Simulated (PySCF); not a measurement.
C₉H₆OSSe, SMILES O=C(c1ccsc1)c1ccc[se]1, GFN2-xTB optimised geometry.

```
18

O     -0.56    -2.82     0.36
C     -0.06    -1.74     0.11
C      1.40    -1.59    -0.05
C      2.07    -0.74    -0.98
C      3.42    -0.84    -0.90
S      3.92    -1.94     0.33
C      2.29    -2.31     0.70
C     -0.87    -0.53     0.00
C     -2.25    -0.53     0.00
C     -2.85     0.74    -0.02
C     -1.97     1.78    -0.02
Se    -0.21     1.22     0.00
H      1.57    -0.14    -1.72
H      4.16    -0.33    -1.48
H      2.05    -3.01     1.48
H     -2.80    -1.46     0.01
H     -3.92     0.88    -0.04
H     -2.22     2.82    -0.03
```

Density from B3LYP/def2-SVP run with PySCF at that geometry.

Minimum of the electron density along straight lines between bonded atoms, close to the bond critical point (lines longer than 1.1 times the sum of covalent radii, or with two minima, are not listed):

| bond | length / Å | ρ at the minimum / e bohr⁻³ | ∇²ρ there / e bohr⁻⁵ | position (fraction from the first atom) |
|---|---|---|---|---|
| O1–C2 | 1.217 | ___ | 0.27 | 0.67 |
| C2–C3 | 1.479 | 0.272 | -0.68 | 0.50 |
| C3–C4 | 1.424 | 0.290 | -0.70 | 0.50 |
| C4–C5 | 1.355 | 0.327 | -0.84 | 0.49 |
| C5–S6 | 1.721 | 0.217 | -0.47 | 0.47 |
| C3–C7 | 1.367 | 0.320 | -0.81 | 0.49 |
| S6–C7 | 1.709 | 0.221 | -0.50 | 0.53 |
| C2–C8 | 1.464 | 0.277 | -0.68 | 0.50 |
| C8–C9 | 1.375 | 0.317 | -0.80 | 0.51 |
| C9–C10 | 1.405 | 0.303 | -0.77 | 0.50 |
| C10–C11 | 1.363 | 0.323 | -0.82 | 0.49 |
| C8–Se12 | 1.876 | 0.168 | -0.19 | 0.49 |
| C11–Se12 | 1.844 | 0.177 | -0.20 | 0.49 |
| C4–H13 | 1.077 | 0.285 | -1.10 | 0.64 |
| C5–H14 | 1.072 | 0.287 | -1.13 | 0.64 |
| C7–H15 | 1.072 | 0.288 | -1.15 | 0.65 |
| C9–H16 | 1.077 | 0.286 | -1.13 | 0.64 |
| C10–H17 | 1.077 | 0.284 | -1.10 | 0.63 |
| C11–H18 | 1.076 | 0.285 | -1.11 | 0.64 |

Some entries are withheld; supply them.


- O1–C2, ρ at the minimum / e bohr⁻³: 0.404
